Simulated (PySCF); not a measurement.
**Telling isomers of C$_{7}$H$_{7}$NO apart by NMR**

Theoretical values (PySCF 2.14): GFN2-xTB structure, NMR shieldings at PBE0/pcSseg-1/GIAO. No solvent, one conformer, one averaged value for each set of equivalent atoms, relativity neglected.

References, each an isolated molecule treated in the same way: TMS for ¹H (31.72 ppm), ¹³C (186.93 ppm). Where no couplings were computed, multiplicities follow the n + 1 count of equivalent neighbours, and m marks all less simple cases (inequivalent or close neighbours, rings, F or P nearby). Acid and N–H amide carbonyl carbons lie up to 10 ppm further downfield in solution (hydrogen bonding). Shifts are as computed. Against solution values, carbons near 30 ppm lie about +3 ppm off and those near 130 ppm about +5 ppm. Of 1211 compounds with measured shifts, 218 miss one by over three times the rms of a fit or turn the order of signals round; such compounds aren't used in these exercises. OH and NH positions are gas-phase values without hydrogen bonding to other molecules.

(1) Tabulate the signals of `O=CNC1=C[C@@H]2C=C[C@H]12`, `N#C/C=C\C=C=CCO`, `CC(=O)c1ccccn1` and their relative energies.

(2) What is the quickest way to tell O=CNC1=C[C@@H]2C=C[C@H]12 from N#C/C=C\C=C=CCO?

(3) What is the quickest way to tell N#C/C=C\C=C=CCO from CC(=O)c1ccccn1?

(4) What is the quickest way to tell O=CNC1=C[C@@H]2C=C[C@H]12 from CC(=O)c1ccccn1?

Answers

(1) 
| SMILES | carbon types | δC | δH | E rel. (kcal/mol) |
| --- | --- | --- | --- | --- |
| O=CNC1=C[C@@H]2C=C[C@H]12 | 1×C 6×CH | 158.2, 156.9, 155.3, 154.1, 117.8, 55.8, 48.6 | 8.19 (d, 1H), 7.11 (m, 1H), 6.91 (m, 1H), 6.27 (br, 1H), 5.56 (d, 1H), 4.82 (m, 1H), 3.94 (m, 1H) | 66.2 |
| N#C/C=C\C=C=CCO | 2×C 4×CH 1×CH2 | 224.8, 154.7, 125.5, 105.0, 99.1, 93.3, 67.6 | 6.73 (m, 1H), 6.20 (m, 1H), 5.94 (m, 1H), 5.29 (d, 1H), 4.72 (m, 2H), 4.35 (br s, 1H) | 66.8 |
| CC(=O)c1ccccn1 | 2×C 4×CH 1×CH3 | 205.7, 157.3, 154.2, 142.8, 132.5, 127.8, 30.0 | 8.98 (d, 1H), 8.46 (d, 1H), 8.14 (m, 1H), 7.57 (m, 1H), 2.90 (s, 3H) | 0.0 |

Energies are electronic energies at PBE0/pcSseg-1 on these geometries, without zero-point or thermal terms, each for the one conformer computed, which needn't be the lowest.

(2) Both give the same number of carbon signals, but DEPT or the intensities differ. The first has an allylic sp3 CH at 48.6 ppm, the second a central carbon of an allene (C) at 224.8 ppm. Their most deshielded carbons lie at 158.2 and 224.8 ppm. In the proton spectra the most deshielded non-exchanging signals are 8.19 (d, 1H) and 6.73 (m, 1H).

(3) Both give the same number of carbon signals, but DEPT or the intensities differ. The first has an allylic sp3 CH2 bonded to O at 67.6 ppm, the second a methyl carbon α to a carbonyl (CH3) at 30.0 ppm. Their most deshielded carbons lie at 224.8 and 205.7 ppm. In the proton spectra the most deshielded non-exchanging signals are 6.73 (m, 1H) and 8.98 (d, 1H).

(4) Both give the same number of carbon signals, but DEPT or the intensities differ. The first has an allylic sp3 CH at 55.8 ppm, the second a methyl carbon α to a carbonyl (CH3) at 30.0 ppm. Their most deshielded carbons lie at 158.2 and 205.7 ppm. In the proton spectra the most deshielded non-exchanging signals are 8.19 (d, 1H) and 8.98 (d, 1H).
